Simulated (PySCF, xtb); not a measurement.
In(H)(vinyl)(NH2) (C2H6InN), SMILES C=[CH][InH][NH2]. One conformer was computed; it need not be the lowest.

Harmonic wavenumbers (cm⁻¹) from xtb with GFN2-xTB at its own minimum, in rising order: 67, 86, 167, 223, 273, 365, 395, 430, 487, 520, 618, 907, 950, 1005, 1181, 1387, 1423, 1483, 1640, 2990, 3006, 3018, 3362, 3385.

**Question.** What does PBE-D3(BJ)/def2-SVP (PySCF) give at its own minimum? (Estimate from the structure and the level; the computed values follow.)

**Answer.** 44, 95, 155, 242, 299, 413, 436, 473, 485, 583, 662, 935, 958, 1009, 1206, 1365, 1460, 1600, 1747, 3027, 3070, 3116, 3486, 3596. Paired by order, the mean absolute difference is 50 cm⁻¹ and the zero-point energies are 42.0 and 43.5 kcal/mol.
